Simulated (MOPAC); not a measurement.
Input for MOPAC: PM7 on CuC, 2S+1 = 4, a spin state set in the input, which need not be the lowest, a point of a bond scan (R = 1.918 Å).

```
PM7 1SCF PRECISE CHARGE=0 UHF MS=1.5 THREADS=1
CCu

Cu     0.00000000 1     0.00000000 1     0.00000000 1
C      0.00000000 1     0.00000000 1     1.91794200 1
```

Output:

```
*******************************************************************************
 **                                                                           **
 **                              MOPAC v23.2.5                                **
 **                                                                           **
 *******************************************************************************
 ** MOPAC's Digital Object Identifier: https://doi.org/10.5281/zenodo.6511958 **
 **                                                                           **
 ** Please cite the open-source release paper for use of this MOPAC version:  **
 ** J. E. Moussa and J. J. P. Stewart (2026)                                  **
 ** MOPAC: An open-source semiempirical molecular orbital program             **
 ** J. Open Source Softw., 11(119), 8025, https://doi.org/10.21105/joss.08025 **
 *******************************************************************************

                              PM7 CALCULATION RESULTS

 *******************************************************************************
 *  PM7        - The PM7 Hamiltonian to be used
 *  UHF        - UNRESTRICTED HARTREE-FOCK CALCULATION
 *
 *
 *
 *                 CHARGE ON SYSTEM = 0
 *
 *
 *
 *  MS=        - IN MECI, MAGNETIC COMPONENT OF SPIN =  1.5
 *  PRECISE    - TIGHTER CRITERIA TO BE USED
 *  1SCF       - DO 1 SCF AND THEN STOP
 *  THREADS=1  - MULTI-THREADING NOT USED
 *  T=         - A TIME OF 172800.0 SECONDS REQUESTED
 *  DUMP=N     - RESTART FILE WRITTEN EVERY 7200.0 SECONDS REQUESTED
 *******************************************************************************
PM7 1SCF PRECISE CHARGE=0 UHF MS=1.5 THREADS=1
 CCu

   ATOM   CHEMICAL          X               Y               Z
  NUMBER   SYMBOL      (ANGSTROMS)     (ANGSTROMS)     (ANGSTROMS)

     1      Cu          0.00000000  *   0.00000000  *   0.00000000  *
     2       C          0.00000000  *   0.00000000  *   1.91794200  *



          CARTESIAN COORDINATES

    NO.       ATOM           X           Y           Z

     1        Cu          0.0000      0.0000      0.0000
     2         C          0.0000      0.0000      1.9179

 General Reference for PM7:
 "Optimization of Parameters for Semiempirical Methods VI: More Modifications to the
 NDDO Approximations and Re-optimization of Parameters", J. J. P. Stewart, J. Mol. Mod., 1:32, 19 (2013)
 https://link.springer.com/article/10.1007/s00894-012-1667-x

           Empirical Formula: C Cu  =     2 atoms



      MOLECULAR POINT GROUP   :   C*v


          UHF CALCULATION, NO. OF ALPHA ELECTRONS =    9
                           NO. OF BETA  ELECTRONS =    6

 -------------------------------------------------------------------------------
 PM7 1SCF PRECISE CHARGE=0 UHF MS=1.5 THREADS=1
 CCu



     1SCF WAS SPECIFIED, SO BFGS WAS NOT USED
     SCF FIELD WAS ACHIEVED


                              PM7 CALCULATION
                                                       MOPAC v23.2.5 Linux




          FINAL HEAT OF FORMATION =        191.79274 KCAL/MOL =     802.46080 KJ/MOL


          COSMO AREA              =         64.08 SQUARE ANGSTROMS
          COSMO VOLUME            =         45.46 CUBIC ANGSTROMS

          IONIZATION POTENTIAL    =          7.679157 EV
          ALPHA SOMO LUMO (EV)    =         -7.679  4.053
          BETA  SOMO LUMO (EV)    =         -9.135  2.450
          NO. OF ALPHA ELECTRONS  =          9
          NO. OF BETA  ELECTRONS  =          6
          MOLECULAR WEIGHT        =         75.5570         POINT GROUP:  C*v

          MOLECULAR DIMENSIONS (Angstroms)

            Atom       Atom       Distance
            C     2   Cu     1     1.91794
            C     2   Cu     1     0.00000
           Cu     1    C     2     0.00000


          SCF CALCULATIONS        =          1





   ATOM   CHEMICAL          X               Y               Z
  NUMBER   SYMBOL      (ANGSTROMS)     (ANGSTROMS)     (ANGSTROMS)

     1      Cu          0.00000000  *   0.00000000  *   0.00000000  *
     2       C          0.00000000  *   0.00000000  *   1.91794200  *

                             CARTESIAN COORDINATES

   1   Cu        0.000000000     0.000000000     0.000000000
   2    C        0.000000000     0.000000000     1.917942000


           Empirical Formula: C Cu  =     2 atoms



      MOLECULAR POINT GROUP   :   C*v


          ALPHA EIGENVALUES
 -16.19009  -9.28432  -9.19346  -9.19346  -9.16822  -9.16822  -9.06124  -7.67916
  -7.67916   4.05269  28.20332  28.20332  29.32718


           BETA EIGENVALUES
 -14.24148  -9.16186  -9.16186  -9.14416  -9.14416  -9.13464   2.45015   3.86449
   3.86449   4.90499  28.20765  28.20765  29.34743


              NET ATOMIC CHARGES AND DIPOLE CONTRIBUTIONS

  ATOM NO.   TYPE          CHARGE      No. of ELECS.   s-Pop       p-Pop       d-Pop
    1         Cu           0.530736       10.4693     0.43018     0.03955     9.99953
    2          C          -0.530736        4.5307     1.57488     2.95586
 DIPOLE           X         Y         Z       TOTAL
 POINT-CHG.     0.000     0.000    -4.889     4.889
 HYBRID        -0.000    -0.000     0.288     0.288
 SUM           -0.000    -0.000    -4.601     4.601


          ATOMIC ORBITAL ELECTRON POPULATIONS

     Atom    s        px        py        pz      x^2-y^2     xz        z^2       yz        xy
    1 Cu   0.43018   0.00158   0.00158   0.03638   2.00000   1.99994   1.99965   1.99994   2.00000
    2  C   1.57488   0.99847   0.99847   0.95891


                    (SZ)    =    1.500000
                    (S**2)  =    3.750060


          ATOMIC ORBITAL SPIN POPULATIONS

    Atom   Total    s     px     py     pz   x^2-y^2  xz     z^2    yz     xy
         Atomic
    1 Cu  0.0542  0.045  0.002  0.002  0.006  0.000  0.000  0.000  0.000  0.000
    2  C  2.9458  0.266  0.998  0.998  0.683

 **********************
 *                    *
 * JOB ENDED NORMALLY *
 *                    *
 **********************




 == MOPAC DONE ==
```

The run finished.

Cost: around 0.020 core-seconds (rough).
